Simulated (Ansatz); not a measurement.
Species: PN, charge -1, doublet. PN- (parent SMILES P#N, doublet).
B3LYP-D3(BJ)/def2-TZVP minimum from Ansatz (a first-principles code):
```xyz
2

N      0.0000     0.0000    -1.0571
P      0.0000     0.0000     0.4933
```
Charge -1, spin multiplicity 2.

Total energies in aug-cc-pV(D+d)Z, 11 correlated electrons, 6 frozen orbitals. UHF or UKS for unpaired electrons; spin-orbit terms are left out. Correlated methods leave the cores frozen. No relativity. The UHF reference of NP- (parent SMILES N#P, doublet) is spin-contaminated (<S^2> up to 0.38 over the pure value in the sets run). The spin of NP- (parent SMILES N#P, doublet) was assumed, and the state is the lowest solution found for it.

```csv
method,program,energy (Eh),minus CCSDT(Q) (mEh)
HF,Ansatz,-395.15467,326.53
MP2,Ansatz,-395.42778,53.42
CCSD,Ansatz,-395.46027,20.92
CCSD(T),Ansatz,-395.47742,3.78
CCSDT(Q),Ansatz,-395.48119,0.00
```

Rough core times of Ansatz's runs on a shared machine: CCSD(T) 30 s, CCSDT(Q) 3 min.
